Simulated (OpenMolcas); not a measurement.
**Ge²⁺: effect of correlating more closed shells**

* Program: OpenMolcas
* Basis: ANO-RCC-VQZP [7s6p4d2f1g]
* Scalar Hamiltonian: DKH2, point nucleus
* Active space: 2 electrons in 4 orbitals (4s 4p)
* State averaging: 2S+1 = 3 even, 3 roots; 2S+1 = 1 even, 7 roots; 2S+1 = 3 odd, 3 roots; 2S+1 = 1 odd, 3 roots
* Spin-orbit coupling: RASSI with atomic mean-field integrals over the reference wave functions, term energies averaged over their components

Methods on the same reference wave functions:
A. CASSCF
B. MS-CASPT2, IPEA 0.25 Eh, imaginary shift 0.1 Eh (closed shells correlated: 3d)
C. MS-CASPT2, IPEA 0.25 Eh, imaginary shift 0.1 Eh (closed shells correlated: 3s 3p 3d)

Energies in cm-1 above 4s2 1S0, the measured ground level; measured values from Sugar and Musgrove, J. Phys. Chem. Ref. Data 22, 1213 (1993).

```
      Level       A       B       C  Measured
    4s2 1S0     0.0     0.0     0.0       0.0
4s 4p 3P* 0   57936   60863   60995     61734
4s 4p 3P* 1   58604   61525   61657     62500
4s 4p 3P* 2   59994   62920   63052     64144
4s 4p 1P* 1   98196   92344   92199     91873
    4p2 3P0  144054  147235  147762    147685
    4p2 3P1  144812  148027  148556    148640
    4p2 3P2  146053  148958  149466    150372
    4p2 1D2  156334  151563  151979    144975
    4p2 1S0  179290  173622  173827    174114
```

Deviations, from unrounded energies. A percentage is the sum of absolute deviations over the sum of measured energies, with the sign that they share, or ± where signs differ.

```json
{"Against measurement": "mean absolute deviation (cm-1)", "Levels": "9", "A": "5200", "B": "1500", "C": "1300"}
{"Against measurement": "other configurations (%)", "Levels": "9", "A": "±4.4", "B": "±1.3", "C": "±1.1"}
```

C lies closest to measurement on these levels and A furthest from it. The largest miss of C in the table is 4p2 1D2, by +7000 cm-1. The ranking rests on the paired levels alone, and a cruder setting can come out closer through cancelling errors.

Between B and C the level of the table that moves most is 4p2 3P1, by 530 cm-1 (lowest in B, highest in C).

The lowest spin-free term lies below A's lowest term by 0.436 hartree in B, 0.721 hartree in C.

What an inner shell adds also hangs on whether the basis holds functions to correlate it.

Over all roots computed the reference weight is 0.91 to 0.96 in B, 0.89 to 0.95 in C; the roots of lowest weight are the least certain, and an intruder state may touch them. The ¹D term of p² mixes with s d, which this space lacks. Some levels mix across a computed gap that differs much from the measured one, so their mixing is not that of the real levels (holds for B; C). Measured partners are found by configuration, term and J. A level has none where our copy of the source lacks it or the pairing is in doubt (some pairs that miss far off the trend of their configuration count as doubtful), and it then counts in no deviation. Levels of configurations outside the active space are missing.

* marks odd parity.
